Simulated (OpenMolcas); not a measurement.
Tc5+ (d2) among equal point charges was computed by CASSCF with the d shell active (OpenMolcas, ANO-RCC-VTZP on the metal). Its lowest spin-free states, and all those of the highest spin:

```csv
2S+1,Degeneracy,E (cm-1)
3,3,0.0
3,3,6338
3,1,13795
1,3,13840
1,2,14209
3,3,19491
1,3,23169
1,1,24694
1,3,25291
1,2,29842
1,1,54470
```

Is the site octahedral, tetrahedral or cube-like, axial, or of lower symmetry?

The states with 2S+1 = 3 have orbital degeneracies 3, 3, 1, 3. Threefold states need a cubic site. For d2 at this spin an octahedron puts the threefold T1 below the threefold T2 and a tetrahedron or cube puts the single A2 below the threefold T2, so the site is octahedral. The run had Tc5+ among 6 point charges of -1.5 e arranged as an octahedron (Oh), 1.91 Å from the ion.

An orbital triplet at a regular site is open to Jahn-Teller coupling, which can distort the site and quench the lowest spin-orbit gaps and is left out. Without dynamic correlation the repulsion within the d shell is too large (B by tens of per cent), so at a given field states of lower spin stand too high. This field is weak: 10Dq is about 7456 cm-1, while octahedral complexes of 4d ions of charge 3 and more, computed by the same method with explicit ligands, had a median near 25000 cm-1. Ground spin and moment need not be those of a real site. This is an electrostatic model: the charges have no orbitals. No measured value stands beside these numbers.
